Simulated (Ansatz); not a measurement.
Molecule: VO$_{3}$ (charge 0, doublet). The spin state was set by rule; other spins were not relaxed. 
Coordinates optimised at B3LYP-D3(BJ)/def2-TZVP (Ansatz, a quantum-chemistry and plane-wave program):
```
V
O 1 1.5878
O 1 1.8032 2 127.73
O 3 1.4497 1 66.30 2 109.85
```
Charge 0, spin multiplicity 2.

Quantity: atomisation energy (electronic, to ground-state atoms), in kJ/mol. Valence correlation only, unless marked. UHF or UKS for open shells. Spin-orbit coupling is left out. Frozen are the shells of the preceding noble gas and the d and f shells that filled before the atom's block. Non-relativistic. The coupled-cluster limit lacks core correlation, which all-electron functionals hold. CBS(X,Y): correlation extrapolated as X^-3; Hartree-Fock from the larger set. The bracket is a focal-point correction in the basis named.

```tsv
level	program	atomisation energy (kJ/mol)
B3LYP-D4/def2-TZVPD	Ansatz + dftd4	1467.3
r2SCAN0/def2-TZVPD	Ansatz	1330.9
LC-wPBE-D4/def2-TZVPD	Ansatz + dftd4	1477.9
MP2/def2-SVPD	Ansatz	1255.7
SCS-MP2/6-31G	Ansatz	924.9
```

The program attaches cautions to a run behind SCS-MP2/6-31G: large difference.

### Question
Predict the RI-MP2/CBS(def2-TZVPP,def2-QZVPP)+[CCSD(T)-MP2]/def2-TZVPP result (Ansatz).

### Answer
1426.1 kJ/mol, so SCS-MP2/6-31G differs from it by -501.2 kJ/mol.
